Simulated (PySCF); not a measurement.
In: excitation energy

In [Kr] 4d10 5s2 5p1 (2P) → In [Kr] 4d10 5s2 6s1 (2S), as a difference of total energies. All numbers are calculated (PySCF 2.14, a scalar-relativistic core potential, in aug-cc-pVTZ-PP with one added diffuse shell each of d, f type with ECP28MDF (6s5p5d3f, 67 functions)). Correlated levels: valence: 4s2 4p6 4d10 frozen. The calculations carry no spin-orbit coupling.

| method | excitation energy (eV) |
| --- | --- |
| UHF | 2.706 |
| MP2 (valence) | 2.761 |
| SCS-MP2 (valence) | 2.765 |
| CCSD (valence) | 2.795 |
| CCSD(T) (valence) | 2.799 |

Problem. How much does correlation contribute at CCSD(T) (valence)?

Solution. 2.799 − (2.706) = 0.093 eV, measured against UHF.

Errors of the correlated levels include the incompleteness of this basis and the frozen core.

For comparison: 2.839 eV (measured; NIST levels, between the centres of gravity of the two terms).
